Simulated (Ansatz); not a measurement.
C₃H₆Al, SMILES `C=[CH][Al][CH3]` radical. Charge 0, multiplicity 2. All single points use the PBE0-D4/def2-TZVP geometry. It is one conformer, not always the lowest.

```xyz
10

C     0.319   -0.021    1.690
C    -0.228   -1.098    1.120
Al   -0.591   -1.091   -0.809
C    -0.117    0.559   -1.777
H     0.571    0.869    1.116
H     0.545    0.036    2.754
H    -0.447   -1.944    1.770
H    -0.332    0.506   -2.846
H    -0.671    1.409   -1.362
H     0.950    0.773   -1.656
```

Problem. What is the dipole moment at ωB97M-V/def2-TZVPP? (Best estimate.)

Solution. Ansatz gave: 0.33 D, with components (0.13, 0.23, 0.19) D in this frame, pointing from negative to positive charge.

Problem. And with PBE, r2SCAN, B3LYP? (Best estimate.)

Solution. The calculation gave: PBE 0.62 D, r2SCAN 0.56 D, B3LYP 0.44 D.

Problem. Give the Mulliken charges with ωB97M-V, r2SCAN, PBE in def2-TZVPP. (An estimate is asked.)

Solution. Computed: 
```
atom  ωB97M-V  r2SCAN    PBE
  C1    -0.20   -0.12  -0.18
  C2    -0.26   -0.28  -0.20
 Al3     0.33    0.36   0.25
  C4    -0.50   -0.38  -0.41
  H5     0.10    0.07   0.09
  H6     0.11    0.07   0.09
  H7     0.09    0.06   0.08
  H8     0.11    0.07   0.10
  H9     0.11    0.07   0.09
 H10     0.11    0.07   0.09
```

B3LYP here is the variant with VWN-RPA as its local correlation; programs differ in this.
